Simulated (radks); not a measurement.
Species: Ga. Configuration: [Ar] 3d10 4s1.5 4p1.5 (fractional occupations, a model configuration). Method: non-relativistic Kohn-Sham, r2SCAN, spin-polarised, spherical densities, point nucleus; open shells are filled with parallel spins first; meta-GGA in the generalised Kohn-Sham scheme; computed with a radial shooting solver on a logarithmic mesh with Libxc functionals. Some entries of the table are withheld. Estimate them.

| orbital | occ. | eigenvalue (eV) | <r^2> (bohr^2) | <1/r> (bohr^-1) |
|---|---|---|---|---|
| 1s up | 1 | -10121.35 | 0.003275 | 30.50 |
| 1s down | 1 | -10121.27 | 0.003275 | 30.50 |
| 2s down | 1 | -1244.064 | 0.05768 | 6.693 |
| 2s up | 1 | -1244.045 | 0.05768 | 6.694 |
| 2p up | 3 | -1100.321 | 0.04521 | 6.646 |
| 2p down | 3 | -1100.294 | 0.04521 | 6.646 |
| 3s up | 1 | -148.6255 | 0.5051 | 2.140 |
| 3s down | 1 | -148.5858 | 0.5050 | 2.140 |
| 3p up | 3 | -101.3826 | 0.5508 | 2.010 |
| 3p down | 3 | -101.3283 | 0.5498 | 2.010 |
| 3d up | 5 | -21.0340 | 0.8539 | 1.653 |
| 3d down | 5 | -20.8524 | 0.8235 | 1.663 |
| 4s up | 1 | -10.2908 | 6.605 | (1) |
| 4s down | 0.5 | -7.8962 | 6.555 | (2) |
| 4p up | 1.5 | -3.6590 | 11.79 | 0.4074 |
| 4p down | 0 | -1.2256 | 10.76 | 0.4207 |

Answer. 
(1) 4s up <1/r> (bohr^-1): 0.5431
(2) 4s down <1/r> (bohr^-1): 0.5509
